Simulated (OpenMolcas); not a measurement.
Ionisation energies of gadolinium

```json
{"Program": "OpenMolcas", "Basis": "ANO-RCC-VTZP [8s7p5d3f2g1h]", "Scalar Hamiltonian": "DKH2, point nucleus", "Spin-orbit coupling": "RASSI with atomic mean-field integrals over the reference wave functions, term energies averaged over their components"}
```

Active shells in each charge state: the valence f shell, with orbitals averaged over the low states. Where CASPT2's correlated closed shells are named, they are those of the first ion.

A. CASSCF
B. SS-CASPT2, IPEA 0.25 Eh, imaginary shift 0.1 Eh (closed shells correlated: 5s 5p)
C. SS-CASPT2, IPEA 0 Eh, imaginary shift 0.1 Eh (closed shells correlated: 5s 5p)
D. SS-CASPT2, IPEA 0.25 Eh, imaginary shift 0.1 Eh (closed shells correlated: 4d 5s 5p)

Energies in eV between the lowest computed levels, named as in B; reference values from the NIST Atomic Spectra Database with their kind.

```json
{"From": "Gd3+ 4f7 8S* 7/2", "To": "Gd4+ 4f6 7F0", "A": "42.504", "B": "44.939", "C": "45.075", "D": "44.926", "Spin-orbit share in B": "-0.428", "Reference": "44.440 (semi-empirical)"}
```

The lowest level within the active space need not be the ion's true ground level.

* marks odd parity.
